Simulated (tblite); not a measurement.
Run record: tight-binding relaxation, `C[SiH2][Si@@H](SC)C(F)(F)F`.

Computed with GFN2-xTB geometry optimisation, gas phase (tblite 0.8.0). Start geometry: from a force field or distance geometry. The input is one job of a driver script: a line of settings, then coordinates in Å.

Command:
```bash
OMP_NUM_THREADS=1 python probes_run.py task.json out
```

Input:
```
{"job": {"kind": "relax", "xc": "GFN2-xTB", "basis": "xTB"}, "charge": 0, "multiplicity": 1}
C      3.142800     0.173500    -0.041200
Si     1.634200     0.292800    -1.140500
Si    -0.252300    -0.216400    -0.082600
S     -1.802100     0.777500    -1.242400
C     -3.072300     1.505300    -0.184800
C     -0.681600    -2.017600    -0.113500
F      0.366000    -2.827200    -0.470800
F     -1.163500    -2.430500     1.125600
F     -1.705300    -2.237100    -1.012000
H      3.851500    -0.494200    -0.533700
H      3.611300     1.185400     0.006100
H      2.915200    -0.146700     0.989000
H      1.504300     1.714900    -1.506100
H      1.785900    -0.502800    -2.356600
H     -0.206700     0.304400     1.298400
H     -4.055100     1.289000    -0.657400
H     -2.876500     2.604000    -0.158900
H     -3.004600     1.032100     0.805100
```

Output:
```
step      E/eV     max force
  0    -867.91936    2.477
  1    -868.14798    1.000
  2    -868.22659    0.708
  3    -868.28686    0.526
  4    -868.32858    0.431
  5    -868.35175    0.369
  6    -868.37136    0.374
  7    -868.39183    0.401
  8    -868.41063    0.420
  9    -868.42705    0.376
... (173 lines left out)
183    -868.70555    0.068
184    -868.70592    0.053
185    -868.70620    0.027
186    -868.70634    0.029
187    -868.70639    0.022
188    -868.70643    0.016
189    -868.70646    0.012
190    -868.70650    0.011
191    -868.70652    0.014
192    -868.70655    0.010
```

«max force» is the largest atomic force in eV/Å.

From which step on does the largest force stay under 0.1 eV/Å, and how much energy is left to gain from there?

From step 91 (0.089 eV/Å), 36.2 meV above the end.

In short: energy lowered by 18.2 kcal/mol over 192 steps; largest atomic force 0.010 eV/Å at the end.

Give the final coordinates.

0.946 Å rms from the input after alignment:
```
atom  x, y, z in Å
C1     3.2213   -0.1323   -0.2622
Si2    1.7716    0.3223   -1.3980
Si3   -0.1230    0.5191   -0.0678
S4    -1.7119    1.5436   -1.0812
C5    -3.2113    0.8898   -0.2691
C6    -0.7693   -1.3001    0.2831
F7     0.2475   -2.1098    0.6577
F8    -1.6764   -1.3688    1.2793
F9    -1.3378   -1.8954   -0.7852
H10    4.1287   -0.2973   -0.8351
H11    3.4281    0.6562    0.4563
H12    3.0160   -1.0419    0.2957
H13    2.0399    1.6003   -2.0669
H14    1.5995   -0.7161   -2.4238
H15   -0.1167    1.0064    1.3196
H16   -4.0338    1.5080   -0.6118
H17   -3.1122    0.9610    0.8087
H18   -3.3690   -0.1388   -0.5758
```

How long does this job take on Intel Xeon at 2.50 GHz, one thread, on a shared host?

About 7.2 s.
Labels such as C1 count atoms from 1, the log's own numbers from 0.
